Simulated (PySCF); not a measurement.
Task: Give a PBE0-D3(BJ)/def2-SVP geometry of InChI=1S/C7H16BNO/c1-5-6-9(7(2)10)8(3)4/h5-6H2,1-4H3.

Result: 
```xyz
26
C7H16BNO angstrom
C      3.477   -0.265   -0.201
C      2.038    0.065   -0.561
C      1.125    0.078    0.657
N     -0.274    0.369    0.322
B     -1.206   -0.724    0.183
C     -0.649   -2.206    0.172
C     -2.779   -0.577    0.101
C     -0.517    1.746    0.183
C     -1.821    2.220   -0.407
O      0.333    2.554    0.488
H      3.559   -1.263    0.260
H      4.126   -0.256   -1.089
H      3.885    0.465    0.516
H      1.988    1.053   -1.046
H      1.653   -0.666   -1.294
H      1.170   -0.886    1.180
H      1.469    0.851    1.358
H     -1.346   -2.885   -0.344
H     -0.595   -2.568    1.217
H      0.352   -2.336   -0.263
H     -3.245   -1.495    0.492
H     -3.097   -0.509   -0.955
H     -3.219    0.279    0.628
H     -2.607    2.247    0.361
H     -2.174    1.593   -1.233
H     -1.654    3.246   -0.757
```

Any rigid rotation of these coordinates is as good. Atoms count from 1 in this order. N4 (amide nitrogen) is planar (angles 128.4°, 119.2° and 112.4°, sum 360.0°, 0.00 Å off the plane of its three neighbours). B5 (three-coordinate boron) is planar (angles 125.2°, 118.9° and 115.8°, sum 359.9°, 0.02 Å off the plane of its three neighbours). The C–N distances run from 1.405 Å (N4–C8, drawn single) to 1.468 Å (C3–N4, drawn single), a spread of 0.063 Å. Of the pairs four or more bonds apart, O10···H17 is among the closest relative to their van der Waals radii: 2.22 Å, 82 % of the sum of Bondi's values.

Bonds between heavy atoms (Å): C1–C2 1.519, C2–C3 1.522, C3–N4 1.468, N4–B5 1.442, B5–C6 1.583, B5–C7 1.582, N4–C8 1.405, C8–C9 1.508, C8=O10 1.212.

The calculation used PBE0-D3(BJ)/def2-SVP geometry optimisation, gas phase in PySCF.

Point group: C1 (no symmetry element, even within 0.4 Å). Whether it is a minimum is left open (no frequencies). One conformer, not necessarily the lowest (C1–C2–C3–N4 -179°, C2–C3–N4–B5 98°, C3–N4–C8–C9 169°).
